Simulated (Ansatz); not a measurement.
The cluster Ta4⁺. Charge 1, multiplicity 4. Geometry r2SCAN-D4/def2-SVP; atoms count from 1.

Cartesian coordinates in Å:
```
Ta 1.3575 -0.1283 0.7157
Ta 0.0136 1.5322 -0.5940
Ta -0.0729 -1.3399 -0.9482
Ta -1.2982 -0.0641 0.8265
```

In the def2 sets Ta takes a core potential; there is no spin–orbit coupling. At PBE0-D4/def2-TZVP a doublet of charge 1 lies 0.49 eV below the quartet, each at its own geometry. The structure comes from a short search, and lower isomers may exist.

**Question.** Estimate the Mulliken populations from the PBE0/def2-TZVP orbitals of Ansatz.

**Answer.** 
```json
{"atom": "Ta1", "charge (e)": "0.26", "spin (α − β)": "0.61", "d electrons": "3.53"}
{"atom": "Ta2", "charge (e)": "0.24", "spin (α − β)": "0.89", "d electrons": "3.50"}
{"atom": "Ta3", "charge (e)": "0.24", "spin (α − β)": "0.89", "d electrons": "3.50"}
{"atom": "Ta4", "charge (e)": "0.26", "spin (α − β)": "0.61", "d electrons": "3.53"}
```
Mulliken values depend strongly on the basis.

**Question.** Where does the spin sit?

**Answer.** Summed by element: Ta 3.00, of 3 unpaired in all. Largest on single atoms: Ta2 0.89, Ta3 0.89, Ta4 0.61.

**Question.** And the Mayer bond orders between heavy atoms (over 0.3)?

**Answer.** Ta1–Ta2 1.99 (2.51 Å); Ta1–Ta3 1.99 (2.51 Å); Ta1–Ta4 1.50 (2.66 Å); Ta2–Ta3 1.12 (2.90 Å); Ta2–Ta4 1.98 (2.51 Å); Ta3–Ta4 1.99 (2.51 Å).
